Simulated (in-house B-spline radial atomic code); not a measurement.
Values are calculated unless marked as measured or tabulated.
Building a PAW s channel for Br, r_c = 1.71 bohr

Br, [Ar] 3d10 4s2 4p5, non-relativistic LDA (VWN5), spherical and spin-unpolarised, from a B-spline radial code for spherical atoms (atomic units; all potentials screened as in the neutral atom).

Two all-electron partial waves φ1, φ2 are integrated outwards at E1 = ε(4s) = -0.720066 and E2 = E1 + 2 hartree; φ1 is the bound orbital and φ2 has unit norm inside r_c = 1.7127 bohr. Smooth partners are polynomials, r^1(a0 + a1 r² + a2 r⁴ + a3 r⁶), matched to φ and three derivatives at r_c, with no condition on the norm. The local potential is -8.68414 + (6.92879) r² + (-2.3653) r⁴ + (0.301672) r⁶ inside 1.4023 bohr and the all-electron one outside.

```csv
wave,φ(r_c),φ'(r_c),a0,a1,a2,a3
1,0.8098132,-0.3480475,0.9352891,-0.1436801,-0.01557388,0.003685254
2,0.05423106,3.237851,-2.924266,1.500588,-0.1788649,0.003691008
```

Inside r_c the overlaps are <φi φj> = [[0.56193, -0.66023], [-0.66023, 1.00000]] and, for the smooth waves, [[0.74621, -1.15292], [-1.15292, 2.30053]]. With χj = (Ej − T − V_local) applied to smooth wave j, the program's quadrature gives the matrix B_ij = <smooth i, χj> as [[1.42415, -4.26150], [-3.27613, 10.01560]].

**Question.** Check the match of the first wave, and find the augmentation charges q_ij.

**Answer.** At r_c the four terms are 1.60187, -0.72184, -0.22951, 0.15931, which sum to 0.8098, φ1(r_c) to rounding. q_ij is the all-electron overlap less the smooth one: [[-0.18428, 0.49269], [0.49269, -1.30053]]. The smooth first wave has a norm of 0.7462 inside r_c against 0.5619, so q11 is negative and must stay small enough for the overlap operator to be positive.

**Question.** B isn't symmetric. Show that D_ij = B_ij + Ej q_ij is.

**Answer.** Integrating by parts gives B12 − B21 = (E1 − E2) q12: -4.26150 − (-3.27613) = -0.98537, and −2 × (0.49269) = -0.98538. So D12 = -4.26150 + (1.279934)(0.49269) = -3.63089 and D21 = -3.27613 + (-0.720066)(0.49269) = -3.63090; D11 = 1.55685, D22 = 8.35101. The projectors, p = (B⁻¹)ᵀ χ, are dual to the smooth waves; det B = 0.3.

Solving (T + V_local + Σ p D p) ψ = E (1 + Σ p q p) ψ in a sphere of 9 bohr gives these levels:

| all-electron | one projector | two projectors |
| --- | --- | --- |
| -0.720066 | -0.720066 | -0.720066 |
| 0.012122 | 0.008653 | 0.012116 |
| 0.286884 | 0.271777 | 0.286871 |
| 0.728118 | 0.628009 | 0.728105 |
| 1.322750 | 0.912132 | 1.322750 |

**Question.** What does the second projector gain?

**Answer.** With one projector the errors are 0.00, -3.47, -15.11, -100.11 millihartree, and the level at 0.9121 is out of step with the all-electron series: an extra state, or one far too low, so the pairing ends there. With two the errors are 0.00, -0.01, -0.01, -0.01, 0.00 millihartree. The scattering is exact at E1 and at E2 = 1.280, and over all levels compared the largest error is 0.013 millihartree. The lowest eigenvalue of the overlap operator is 0.5184 with one and 0.05081 with two projectors, close enough to zero to make that set ill-conditioned. The smooth orbital alone needs a cutoff of 6.62 hartree for 1 millihartree of kinetic energy, against 21 for a norm-conserving Troullier-Martins orbital of the same radius; part of the gain comes from giving up the norm, part from the simpler form.
